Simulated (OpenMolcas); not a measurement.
# Fe3+: ligand-field states by method

Fe3+ with its 6 nearest fluoride ions at 2.033 Å, on the Y site of Cs2NaYF6 (a = 9.075 Å, distance in the model lattice 2.178 Å). The rest of the host is ab initio model potentials to 7.6 Å, with orthogonalisation functions on the cations behind the ligands, and point charges beyond; the distance is set by hand and nothing relaxes. Ligand basis ANO-RCC-VDZP.
```
Fe    0.0000    0.0000    0.0000
F     2.0330    0.0000    0.0000
F     0.0000    2.0330    0.0000
F    -2.0330    0.0000    0.0000
F     0.0000   -2.0330    0.0000
F     0.0000    0.0000    2.0330
F     0.0000    0.0000   -2.0330
```

```json
{
  "Program": "OpenMolcas",
  "Basis": "ANO-RCC-VTZP [6s5p3d2f1g]",
  "Scalar Hamiltonian": "DKH2, point nucleus",
  "Active space": "5 electrons in 5 orbitals (3d)",
  "State averaging": "2S+1 = 6 even, 1 root; 2S+1 = 4 even, 24 roots; 2S+1 = 2 even, 75 roots",
  "Spin-orbit coupling": "RASSI with atomic mean-field integrals over the reference wave functions"
}
```

I. CASSCF
II. SS-CASPT2, IPEA 0.25 Eh, imaginary shift 0.1 Eh (closed shells correlated: 3s 3p and the ligand valence shells)
III. SS-CASPT2, IPEA 0.5 Eh, imaginary shift 0.1 Eh (closed shells correlated: 3s 3p and the ligand valence shells)

Spin-free states (labels of O, the rotations of Oh) in cm-1, each column counted from its own energy of the first state listed:

```csv
State,Degeneracy,I,II,III
6A1,1,0,0,0
4T1,3,28898,20350,19740
4T2,3,33462,24060,24420
4A1,1,34778,27390,28020
4E,2,35027,27320,27790
2T2,3,39486,24360,22870
4T2,3,41581,30570,31100
4E,2,43285,33020,33600
2T1,3,44718,31870,31600
2A2,1,44750,30990,31460
4T1,3,45915,40960,40650
2T2,3,46405,33280,33240
2E,2,48017,35070,35830
2A1,1,49376,38490,39340
2T2,3,52530,39650,40650
2E,2,53413,38860,39730
2T1,3,54679,39010,39600
4A2,1,57568,44190,45010
2T2,3,57903,43420,44330
4T1,3,59542,48330,48950
```

From I to II, I's first state of another spin (4T1) moves from 28898 to 20350 cm-1, by about -8600 cm-1.

I: A least-squares ligand-field fit to the states below 45000 cm-1, each weighted by its degeneracy and with a free common offset, gives 10Dq = 8778 cm-1, B = 1231 cm-1 and C = 4486 cm-1 (C/B = 3.65), with an rms deviation of 126 cm-1. The same method and metal basis give the free ion B = 1296 cm-1 (fit to its terms below 60000 cm-1, rms deviation 21 cm-1), so the nephelauxetic ratio is β = 1231 / 1296 = 0.95; it hangs on how both fits weigh the states, and computed free-ion B values tend to be too large, so β mixes covalency with correlation.

χT at 300 K: I 4.39, II 4.38, III 4.38 cm3 K/mol.

Roots that are degenerate in the reference are averaged as groups; the widest CASPT2 spread within a group is 98 cm-1 (the 2-fold group of multiplicity 2 near 67100 cm-1 above the lowest state of its run, III). Shifts and gaps below about the spread of the groups concerned are not significant. Over all roots computed the reference weight is 0.69 to 0.73 in II, 0.71 to 0.73 in III; a low but even weight reflects the number of correlated electrons. Ligand-to-metal charge-transfer states are missing. With no ligand orbital active B as a rule stays too high, so bands that hang on it stand too high and its fall with covalency is understated. Without dynamic correlation the repulsion within the d shell is too large (B by tens of per cent), so at a given field states of lower spin stand too high (holds for I). With metal d orbitals alone and no dynamic correlation 10Dq can be off by a tenth to a fifth, either way, in oxide and fluoride hosts (holds for I). These CASPT2 states fit no ligand-field parameters well, so their order and spin gaps are uncertain (holds for II; III). With one d shell and no ligand orbital active, 10Dq can be off by a tenth or more (holds for II; III). Free-ion shares, where given, are those of the reference states; single-state CASPT2 does not remix them (holds for II; III). No measured value stands beside these numbers; the geometry was set by hand and not optimised.
